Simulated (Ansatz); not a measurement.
CH4N (SMILES [CH2]N) moved off its minimum; all values from Ansatz (an electronic-structure program), cores frozen in correlated methods. Open shells are unrestricted.
(charge 0, multiplicity 2)
```xyz
6

C     -0.8387    -0.0371    -0.1427
N      0.7047    -0.0582     0.1212
H     -1.3256    -0.8438     0.0300
H     -1.1383     1.0195     0.0238
H      1.3240     0.7450    -0.1862
H      1.0359    -0.9658    -0.0898
```

Forces at B3LYP/def2-TZVPP (eV/Å):

| atom | Fx | Fy | Fz |
|---|---|---|---|
| C1 | 7.519 | 7.470 | -0.495 |
| N2 | -3.281 | 1.063 | -0.479 |
| H3 | -3.043 | -5.068 | 1.262 |
| H4 | -0.528 | -1.274 | -0.212 |
| H5 | -1.556 | -1.590 | 0.229 |
| H6 | 0.889 | -0.601 | -0.304 |

**Question.** Give the forces (eV/Å), the total energy and the dipole at CCSD(T)/cc-pVTZ.

**Answer.** 
| atom | Fx | Fy | Fz |
|---|---|---|---|
| C1 | 7.605 | 7.514 | -0.641 |
| N2 | -3.206 | 1.102 | -0.253 |
| H3 | -3.098 | -5.149 | 1.308 |
| H4 | -0.536 | -1.241 | -0.185 |
| H5 | -1.619 | -1.622 | 0.156 |
| H6 | 0.855 | -0.604 | -0.384 |
Energy -95.0018 hartree, dipole 0.78 D.
